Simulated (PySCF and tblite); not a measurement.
Values are calculated unless marked as measured or tabulated.
C₅H₄F₂O, numbered as in [O:1]=[C:2]1[CH2:3][CH2:4][C:5]([F:6])=[C:7]1[F:8].

Level: PBE0-D3(BJ)/pcSseg-1//GFN2-xTB, thermal terms from GFN2-xTB, symmetry numbers and mirror pairs counted. Conformers within 2.5 kcal/mol (GFN2-xTB free energy) were kept, 5 at most. GIAO shieldings: PBE0/pcSseg-1. Shifts are against TMS (¹H), TMS (¹³C), CFCl3 (¹⁹F) at the same level. Codes: tblite and PySCF.

**Question.** Predict the averaged NMR shifts at 298.15 K.

**Answer.** ¹H: 2.67 (H4, 2H), 2.43 (H3, 2H) ppm. ¹³C: 196.1 (C2), 181.7 (C5), 150.3 (C7), 33.2 (C3), 24.8 (C4) ppm. ¹⁹F: -105.0 (F6), -165.6 (F8) ppm.

Unscaled ¹⁹F shifts at such levels can be off by tens of ppm; differences between conformers or isomers are more reliable. Shifts are unscaled: against experiment ¹³C can be off by 15 ppm or more and ¹H by 0.8 ppm.
